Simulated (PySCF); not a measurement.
Si(H)2(Me)(NHMe) (C₂H₉NSi), SMILES C[SiH2]NC. Atoms are numbered in the order given.

```xyz
13

Si     0.5617    -0.3801     0.6056
C      1.7039     0.7669    -0.3530
N     -0.9372    -0.6085    -0.2461
C     -1.8646     0.4548    -0.5836
H      1.1551    -1.7428     0.7466
H      0.4038     0.1943     1.9862
H      1.2648     1.7723    -0.4599
H      1.9019     0.3710    -1.3615
H      2.6651     0.8815     0.1743
H     -1.3834    -1.5149    -0.1437
H     -2.5789     0.7098     0.2262
H     -1.3104     1.3770    -0.8237
H     -2.4570     0.2019    -1.4803
```
Charge 0, spin multiplicity 1.

Geometry: B3LYP-D3(BJ)/def2-SVP. Other conformers were not sampled.

Two levels are set side by side: PBE/pcSseg-1 (PySCF) and HF/pcSseg-1 (PySCF). GIAO shifts against NH3 (¹⁵N), TMS (²⁹Si), TMS (¹H), TMS (¹³C) at the same level; non-relativistic, no solvent, atoms listed together averaged. Differences are taken from unrounded values.

```
quantity                 HF
--------------------  -----
δ(²⁹Si) of Si1 (ppm)  -29.7
δ(¹³C) of C2 (ppm)     -1.3
δ(¹⁵N) of N3 (ppm)      3.0
δ(¹³C) of C4 (ppm)     29.7
δ(¹H) of H10 (ppm)     0.06
```

Task: What does PBE give, and how far is it from HF? (The exact figures need the calculation; the answer reports its results.)

Result: 
```csv
quantity,PBE,PBE minus HF
δ(²⁹Si) of Si1 (ppm),-31.6,-1.9
δ(¹³C) of C2 (ppm),-3.0,-1.7
δ(¹⁵N) of N3 (ppm),23.9,20.9
δ(¹³C) of C4 (ppm),33.9,4.2
δ(¹H) of H10 (ppm),0.16,0.10
```

Rough cost on one machine, each run with all the roots and properties that it gave: HF against PBE within a factor of 2.
